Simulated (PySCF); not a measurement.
C₆H₁₁P₂ (charge -1).
SMILES with atom numbers: `[PH2:1][CH2:2][P-:3][C:4]1=[CH:5][CH2:6][CH2:7][CH2:8]1` (hydrogens: H9, H10 on P1; H11, H12 on C2; H13 on C5; H14, H15 on C6; H16, H17 on C7; H18, H19 on C8)

The same species was optimised twice, with GFN2-xTB and with PBE0-D3(BJ)/def2-SVP (PySCF), and the same property calculations (PySCF, gas phase) were run on both structures.

```json
{"coordinate": "C4=C5 (Å)", "GFN2-xTB": "1.348", "PBE0-D3(BJ)/def2-SVP": "1.373", "change": "+0.025"}
{"coordinate": "P1–C2 (Å)", "GFN2-xTB": "1.855", "PBE0-D3(BJ)/def2-SVP": "1.877", "change": "+0.022"}
{"coordinate": "C2–P3 (Å)", "GFN2-xTB": "1.860", "PBE0-D3(BJ)/def2-SVP": "1.874", "change": "+0.014"}
{"coordinate": "P3–C4 (Å)", "GFN2-xTB": "1.765", "PBE0-D3(BJ)/def2-SVP": "1.775", "change": "+0.010"}
{"coordinate": "C4–C8 (Å)", "GFN2-xTB": "1.514", "PBE0-D3(BJ)/def2-SVP": "1.524", "change": "+0.010"}
{"coordinate": "C6–C7 (Å)", "GFN2-xTB": "1.534", "PBE0-D3(BJ)/def2-SVP": "1.536", "change": "+0.002"}
{"coordinate": "C5–C6 (Å)", "GFN2-xTB": "1.504", "PBE0-D3(BJ)/def2-SVP": "1.504", "change": "0.000"}
{"coordinate": "C7–C8 (Å)", "GFN2-xTB": "1.532", "PBE0-D3(BJ)/def2-SVP": "1.531", "change": "-0.001"}
{"coordinate": "P1–C2–P3 (°)", "GFN2-xTB": "117.0", "PBE0-D3(BJ)/def2-SVP": "119.5", "change": "+2.5"}
{"coordinate": "P3–C4–C5 (°)", "GFN2-xTB": "132.4", "PBE0-D3(BJ)/def2-SVP": "134.6", "change": "+2.2"}
{"coordinate": "C5–C4–C8 (°)", "GFN2-xTB": "109.5", "PBE0-D3(BJ)/def2-SVP": "107.6", "change": "-1.9"}
{"coordinate": "C5–C6–C7 (°)", "GFN2-xTB": "103.0", "PBE0-D3(BJ)/def2-SVP": "102.3", "change": "-0.7"}
{"coordinate": "C4–C5–C6 (°)", "GFN2-xTB": "112.2", "PBE0-D3(BJ)/def2-SVP": "112.9", "change": "+0.7"}
{"coordinate": "C2–P3–C4 (°)", "GFN2-xTB": "99.1", "PBE0-D3(BJ)/def2-SVP": "99.6", "change": "+0.5"}
{"coordinate": "C6–C7–C8 (°)", "GFN2-xTB": "104.5", "PBE0-D3(BJ)/def2-SVP": "104.2", "change": "-0.3"}
{"coordinate": "P3–C4–C8 (°)", "GFN2-xTB": "118.1", "PBE0-D3(BJ)/def2-SVP": "117.8", "change": "-0.3"}
{"coordinate": "P1–C2–P3–C4 (°)", "GFN2-xTB": "71", "PBE0-D3(BJ)/def2-SVP": "76", "change": "+5"}
{"coordinate": "C2–P3–C4–C5 (°)", "GFN2-xTB": "4", "PBE0-D3(BJ)/def2-SVP": "3", "change": "-1"}
```

Rotational constants: A = 2578, B = 845.7, C = 692.5 MHz (GFN2-xTB) against A = 2613, B = 792.2, C = 657.0 MHz (PBE0-D3(BJ)/def2-SVP). Point groups within 0.08 Å: C1 and C1.

On the GFN2-xTB structure: HOMO (eV) 0.57 [PBE0/pcSseg-1]; LUMO (eV) 4.82 [PBE0/pcSseg-1]; GIAO shielding of P1 (ppm) 470.1 [PBE0/pcSseg-1]; GIAO shielding of C2 (ppm) 171.4 [PBE0/pcSseg-1]; GIAO shielding of P3 (ppm) 309.7 [PBE0/pcSseg-1]; GIAO shielding of C4 (ppm) 15.2 [PBE0/pcSseg-1]; GIAO shielding of C5 (ppm) 85.1 [PBE0/pcSseg-1]; GIAO shielding of C6 (ppm) 147.2 [PBE0/pcSseg-1]; GIAO shielding of C7 (ppm) 157.1 [PBE0/pcSseg-1]; GIAO shielding of C8 (ppm) 144.2 [PBE0/pcSseg-1].

Task: What do these properties become on the PBE0-D3(BJ)/def2-SVP structure?

Result: 
| property | level | on GFN2-xTB | on PBE0-D3(BJ)/def2-SVP | change |
| --- | --- | --- | --- | --- |
| HOMO (eV) | PBE0/pcSseg-1 | 0.57 | 0.48 | -0.09 |
| LUMO (eV) | PBE0/pcSseg-1 | 4.82 | 4.62 | -0.20 |
| energy, GFN2-xTB geometry as zero (kcal/mol) | PBE0/pcSseg-1 | 0.0 | -2.6 | -2.6 |
| GIAO shielding of P1 (ppm) | PBE0/pcSseg-1 | 470.1 | 440.7 | -29.4 |
| GIAO shielding of C2 (ppm) | PBE0/pcSseg-1 | 171.4 | 167.6 | -3.8 |
| GIAO shielding of P3 (ppm) | PBE0/pcSseg-1 | 309.7 | 299.2 | -10.5 |
| GIAO shielding of C4 (ppm) | PBE0/pcSseg-1 | 15.2 | 9.3 | -5.9 |
| GIAO shielding of C5 (ppm) | PBE0/pcSseg-1 | 85.1 | 83.3 | -1.8 |
| GIAO shielding of C6 (ppm) | PBE0/pcSseg-1 | 147.2 | 146.0 | -1.2 |
| GIAO shielding of C7 (ppm) | PBE0/pcSseg-1 | 157.1 | 153.9 | -3.2 |
| GIAO shielding of C8 (ppm) | PBE0/pcSseg-1 | 144.2 | 142.3 | -1.9 |

The heavy atoms differ by 0.078 Å rms after alignment. Among bonds between heavy atoms C4=C5 changes most (+0.025 Å). Changes are differences of the printed values. Neither structure is proved a minimum here. The structure is a single PBE0-D3(BJ)/def2-SVP conformer in the gas phase; no vibrational or solvent corrections.
